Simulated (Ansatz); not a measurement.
Relaxation of the cluster B₄H⁺ with UKS r2SCAN-D4/def2-TZVP.

```sh
$ ansatz run in.yaml --threads 4 --pin off --events-out ev --progress --plain --max-ram 3916MiB
```

```yaml
crystal:
  periodic: [false, false, false]
  atoms:
    - {symbol: B, position_ang: [-0.718624, -0.393072, 1.548709]}
    - {symbol: B, position_ang: [0.498376, -0.686013, 0.637563]}
    - {symbol: B, position_ang: [0.326219, 0.178118, -0.702245]}
    - {symbol: B, position_ang: [-0.919265, 0.455468, 0.269444]}
    - {symbol: H, position_ang: [0.813304, 0.445499, -1.753471]}
basis:
  gaussian: {orbitals: def2-TZVP}
total_charge: 1
magnetization: {spin_polarized: true, initial_magnetization: 2}
hamiltonian: {xc: r2scan, dispersion: d4}
scf: {lower_state_search: "off"}
output: {orbitals: {seedname: orbitals}}
relax: {f_tol: 0.02, max_steps: 100}
```

Run time 7.5 s (4 threads of Arm Neoverse V1 on a shared host).

Positions (Å) and forces (eV/Å) at steps 1, 2, 3, 4, 5, 6 of 6:

```xyz
5
step=1 energy=-2704.1128 eV
B    -0.719   -0.393    1.549   -0.596   -0.329    1.290
B     0.498   -0.686    0.638   -1.630    0.844    0.413
B     0.326    0.178   -0.702    1.403    0.771   -3.029
B    -0.919    0.455    0.269    0.939   -1.221    1.074
H     0.813    0.445   -1.753   -0.116   -0.064    0.252
5
step=2 energy=-2704.6323 eV
B    -0.754   -0.412    1.624   -0.477   -0.261    1.028
B     0.440   -0.653    0.647   -1.305    1.134   -0.487
B     0.355    0.194   -0.765    0.404    0.223   -0.875
B    -0.881    0.411    0.304    1.429   -1.067    0.221
H     0.839    0.460   -1.809   -0.051   -0.029    0.112
5
step=3 energy=-2703.5770 eV rejected
B    -0.832   -0.455    1.793    0.860    0.470   -1.854
B     0.288   -0.535    0.615    7.807   -6.249    1.962
B     0.402    0.220   -0.866   -1.075   -0.588    2.317
B    -0.736    0.289    0.349   -7.753    6.278   -2.077
H     0.878    0.481   -1.892    0.161    0.088   -0.348
5
step=4 energy=-2704.8371 eV
B    -0.783   -0.429    1.688   -0.053   -0.029    0.114
B     0.388   -0.612    0.635    0.031    0.028   -0.086
B     0.370    0.203   -0.798    0.054    0.030   -0.117
B    -0.830    0.370    0.318    0.047    0.015   -0.082
H     0.855    0.468   -1.843   -0.079   -0.043    0.170
5
step=5 energy=-2704.8381 eV
B    -0.785   -0.429    1.691    0.004    0.002   -0.009
B     0.389   -0.611    0.632   -0.006    0.017   -0.023
B     0.371    0.203   -0.799    0.006    0.003   -0.012
B    -0.829    0.370    0.316    0.024   -0.007   -0.015
H     0.854    0.467   -1.840   -0.027   -0.015    0.059
5
step=6 energy=-2704.8382 eV
B    -0.784   -0.429    1.690   -0.006   -0.004    0.014
B     0.389   -0.610    0.631    0.001   -0.001    0.001
B     0.370    0.203   -0.798    0.007    0.004   -0.015
B    -0.828    0.370    0.315   -0.001    0.001    0.000
H     0.852    0.467   -1.837    0.000    0.000    0.000
```

The structure comes from a short search, and lower isomers may exist.
